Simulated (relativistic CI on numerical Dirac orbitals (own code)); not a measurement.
## Radial parameters of Dy⁶⁴⁺

Calculated at this level of theory: Dirac-Coulomb-Breit CI, separate exchange-only KLI orbitals for each configuration, a model potential for QED, unscaled Slater integrals (own radial code, finite nucleus).

Slater integrals F^k, G^k are unscaled and averaged over j, outside the closed core (none); ζ comes from projecting the Hamiltonian with its Breit term on Σ l·s of the shell.

- 1s.2s: G^0(1s,2s) = 399190 cm⁻¹; <r>(1s) = 0.02089, <r^2>(1s) = 0.0005952, <r>(2s) = 0.08375, <r^2>(2s) = 0.0083 (bohr units).
- 1s.2p: G^1(1s,2p) = 701370, ζ(2p) = 5.1152e+06 cm⁻¹; <r>(1s) = 0.02089, <r^2>(1s) = 0.0005952, <r>(2p) = 0.07288, <r^2>(2p) = 0.006447 (bohr units).
- 1s.3s: G^0(1s,3s) = 103740 cm⁻¹; <r>(1s) = 0.02087, <r^2>(1s) = 0.0005942, <r>(3s) = 0.1931, <r^2>(3s) = 0.04264 (bohr units).

Averages of the first 10 configurations, taken without configuration mixing, which lowers the lowest level and can move excited configurations by several eV; other configurations of the list can lie among them:

| Configuration | Parity | States | Average energy above the lowest level (eV) |
| --- | --- | --- | --- |
| 1s2 | even | 1 | 0.3 |
| 1s.2s | even | 4 | 46108.1 |
| 1s.2p | odd | 12 | 46818.0 |
| 1s.3s | even | 4 | 54912.9 |
| 1s.3p | odd | 12 | 55122.2 |
| 1s.3d | even | 20 | 55272.4 |
| 1s.4s | even | 4 | 57945.7 |
| 1s.4p | odd | 12 | 58033.3 |
| 1s.4d | even | 20 | 58096.5 |
| 1s.4f | odd | 28 | 58120.5 |
